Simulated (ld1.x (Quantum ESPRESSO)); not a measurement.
# Tc (Z = 43): excitation energies, all-electron against PAW

Tc, PAW, made with ld1.x (Quantum ESPRESSO) 7.5 (PW91, fully relativistic). Core [Ar] 3d10 4s2, reference 4p6 4d6 5s1 5p0. Waves: 5s (bound): rcut 2.85, rcutus 3.15 bohr; 5s channel at 0.75 Ry: rcut 2.85, rcutus 3.15 bohr; 4p (bound): rcut 1.55, rcutus 1.65 bohr; 5p (bound, empty): rcut 1.55, rcutus 1.65 bohr; 4d (bound): rcut 1.75, rcutus 2.10 bohr; 4d channel at 3.2 Ry: rcut 1.75, rcutus 2.10 bohr. Local part: all-electron potential smoothed inside 1.30 bohr (lloc = -2). Core correction: a·sin(br)/r model core, default radius (ld1.x builds one for every PAW set, though the input has nlcc=.false.). Augmentation charge: BESSEL, radius 1.70 bohr.

Open shells are filled in proportion to 2j + 1 (rel_dist='average').

Energies are relative to the spin-unpolarised reference configuration 4p6 4d6 5s1 5p0; without spin polarisation the order of configurations can differ from experiment. Not all tests gave a result: test run stopped at test 6 of 7 (negative rho).

| valence configuration | charge | ΔE all-electron (eV) | error AE − PS (meV) |
| --- | --- | --- | --- |
| 4p6 4d5 5s0 5p0 | +2 | 24.067 | +12 |
| 4p6 4d3 5s0 5p0 | +4 | 94.942 | -134 |
| 4p6 4d5 5s1 5p1 | 0 | 4.707 | -2.2 |

Question: What are ΔE and the potential's error for 4p6 4d5 5s1 5p0?

Answer: ΔE = 9.150 eV all-electron; the error (AE − PS) is +0.3 meV.

Question: What are ΔE and the potential's error for 4p6 4d5 5s2 5p0?

Answer: ΔE = 0.932 eV all-electron; the error (AE − PS) is +13 meV.

ld1.x printed “convergence not achieved” for 3 of the counted tests; their residual had stalled under 1e-8, short of the target of 1e-14.

The ghost test of this file was not conclusive.
